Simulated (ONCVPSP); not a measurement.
## dysprosium (Dy) ONCV: all-electron and pseudo phase curves

| Property | Result |
| --- | --- |
| Element | Dy (Z = 66) |
| Generator | ONCVPSP 4.0.1 |
| Type | optimised norm-conserving Vanderbilt (ONCV) |
| Functional | PBE |
| Relativity | scalar-relativistic |
| Frozen core | [Xe] 4f9 |
| Valence charge | 3 |
| Reference configuration | 5d1 6s1 (charge +1) |
| Partial waves | 6s: rc 2.90 bohr, ncon 5, nbas 9, qcut 1.9 1/bohr, 1 projector; p scattering state at 0.12 Ha: rc 2.95 bohr, ncon 5, nbas 10, qcut 2.4 1/bohr, 2 projectors, debl 2 Ha; 5d: rc 3.00 bohr, ncon 4, nbas 8, qcut 4.3 1/bohr, 2 projectors, debl 3.9 Ha |
| Local potential | polynomial inside 1.85 bohr (lpopt 5, dvloc0 4 Ha) |
| Core correction | none |

In the p channel the program set the typed energies aside and used 0.050, 2.050 Ha.

The phase is arctan(r·R′/R) of the radial function R(r), unwrapped; energies in Ha, scanned from -2 to 5 Ha. A pole is an energy at which the radial function vanishes at the test radius. The pseudo phase is shifted by a multiple of π to meet the all-electron one at the reference energy, and phase errors are pseudo minus all-electron; the curves can meet again beyond the range given. Levels narrower than the energy grid can be missing from the lists of poles. n/a: not evaluated, since a narrow level or a reset projector energy made the automatic matching unsafe.

Problem. For each channel, where are the poles, and over which energies does the pseudopotential scatter like the atom?

Solution.

```csv
channel,radius (bohr),reference energy (Ha),"poles, all-electron","poles, pseudo",unbroken range about the reference energy with phases within 0.05 rad,phase error 1 Ha above the reference energy (rad)
s,2.94,-0.35,"0.85, 4.80","-0.10, 0.90, 3.45",below -0.2,-3.122
p,2.99,0.05,"-1.24, 1.40","1.34, 2.48",n/a,n/a
d,3.04,-0.30,"-0.03, 2.40","-0.03, 2.44",below 0.6,+0.111
```

Note: ghosts flagged at negative energy: s at -2.77 eV; GHOST(+) flagged for p at 66.3 eV. A true bound ghost makes a file unfit for plane-wave use.

Phases in the p channel:

```csv
E (Ha),all-electron,pseudo
-1.98,1.309,-1.788
-1.62,1.207,-1.820
-1.26,-1.493,-1.868
-0.90,-1.864,-1.952
-0.54,-2.087,-2.142
-0.18,-2.774,-2.800
0.18,-4.069,-4.073
0.54,-4.465,-4.478
0.90,-4.607,-4.621
1.26,-4.687,-4.699
1.62,-4.749,-4.756
1.98,-4.813,-4.813
2.34,-4.908,-5.036
2.70,-5.145,-7.990
3.06,-6.478,-8.092
3.42,-7.484,-8.255
3.78,-7.670,-8.708
4.14,-7.745,-9.952
4.50,-7.790,-10.564
4.86,-7.821,-10.758
```
